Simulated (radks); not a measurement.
Isoelectronic series with 13 electrons, all held in the configuration [Ne] 3s2 3p1, which need not be the ground one along the series. Calculated with a radial shooting solver on a logarithmic mesh with Libxc functionals: scalar-relativistic Kohn-Sham, PBE, spin-polarised, spherical densities, point nucleus; open shells are filled with parallel spins first. Total energies (hartree) and orbital eigenvalues (eV) (* marks an orbital that is empty in some or all of the ions):

ion    E (hartree)   3p down*      3p up    3s down
Al      -242.69177    -2.2234    -3.0102    -7.2816
Si+     -289.56242   -11.0130   -12.1148   -18.3927
P2+     -340.85356   -23.4871   -24.8684   -33.1585
S3+     -396.55850   -39.3487   -40.9924   -51.2979
Cl4+    -456.67791   -58.4683   -60.3643   -72.6932
Ar5+    -521.21619   -80.7767   -82.9186   -97.2841
K6+     -590.18003  -106.2332  -108.6168  -125.0368
Ca7+    -663.57772  -134.8126  -137.4348  -155.9323
Sc8+    -741.41888  -166.4990  -169.3576  -189.9601
Ti9+    -823.71416  -201.2821  -204.3755  -227.1153
V10+    -910.47523  -239.1557  -242.4827  -267.3970
Cr11+  -1001.71459  -280.1163  -283.6760  -310.8071
Mn12+  -1097.44565  -324.1623  -327.9540  -357.3494
Fe13+  -1197.68260  -371.2937  -375.3169  -407.0296
Co14+  -1302.44046  -421.5119  -425.7662  -459.8548
Ni15+  -1411.73503  -474.8188  -479.3040  -515.8334
Cu16+  -1525.58294  -531.2177  -535.9335  -574.9746
Zn17+  -1644.00159  -590.7120  -595.6585  -637.2889
Ga18+  -1767.00920  -653.3060  -658.4831  -702.7874
Ge19+  -1894.62480  -719.0046  -724.4123  -771.4823
As20+  -2026.86827  -787.8131  -793.4514  -843.3866
Se21+  -2163.76028  -859.7371  -865.6062  -918.5139
Br22+  -2305.32240  -934.7828  -940.8829  -996.8789
